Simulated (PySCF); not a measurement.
SrCl, SMILES [Sr][Cl], multiplicity 2.

Geometry optimised at B3LYP-D3(BJ)/def2-TZVPD. The multiplicity is an assumed one; other spin states were not compared. The def2 effective core potentials stand for the cores of Sr; spin–orbit coupling is left out.

Two levels are set side by side: PBE/def2-TZVPD (PySCF) and ωB97X/def2-TZVPD (PySCF). Same geometry, gas phase. Differences are taken from unrounded values.

| quantity | ωB97X |
|---|---|
| α-spin orbital gap (eV) | 5.76 |
| β-spin orbital gap (eV) | 11.03 |
| dipole moment (D) | 4.57 |
| mean polarisability (bohr³) | 204.4 |

Task: What does PBE give, and how far is it from ωB97X? (The exact figures need the calculation; the answer reports its results.)

Result: 
| quantity | PBE | PBE minus ωB97X |
|---|---|---|
| α-spin orbital gap (eV) | 1.81 | -3.94 |
| β-spin orbital gap (eV) | 3.70 | -7.33 |
| dipole moment (D) | 4.76 | 0.19 |
| mean polarisability (bohr³) | 178.7 | -25.8 |

Rough cost on one machine, each run with all the roots and properties that it gave: ωB97X against PBE within a factor of 2.
